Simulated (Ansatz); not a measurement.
Correlation energies of CH4AlBrO (`[CH3][Al]([OH])[Br]`) by basis set

Cartesian coordinates in Å:
```
C -0.0037 -1.1482 0.6254
Al 0.1570 0.5816 -0.2148
O -1.0207 1.1355 -1.2914
Br 1.9243 1.9361 0.2059
H -0.0197 -1.0503 1.7143
H -0.9156 -1.6593 0.3102
H 0.8522 -1.7813 0.3760
H -0.9738 1.9859 -1.7257
```

Total charge 0; spin multiplicity 1. Correlated methods include outer-core shells of Br, which these sets cover unevenly. Scalar relativity is left out up to krypton. The structure was optimised at the PBE0-D4/def2-TZVP level. It is one conformer, not always the lowest. Frozen core, restricted reference, the Gaussian-basis code of Ansatz.

```json
{"basis": "def2-SVP", "HF (Eh)": "-2929.05795", "MP2 corr.": "-0.62261"}
{"basis": "def2-TZVPP", "HF (Eh)": "-2929.60246", "MP2 corr.": "-0.76923"}
{"basis": "def2-QZVPP", "HF (Eh)": "-2929.66454", "MP2 corr.": "-1.12493"}
```

Problem. Estimate the CCSD correlation energy and the (T) correction in each basis where they were run (hartree).

Solution. 
```
     basis  CCSD corr.       (T)
  def2-SVP    -0.64897  -0.01450
def2-TZVPP    -0.79350  -0.02796
```
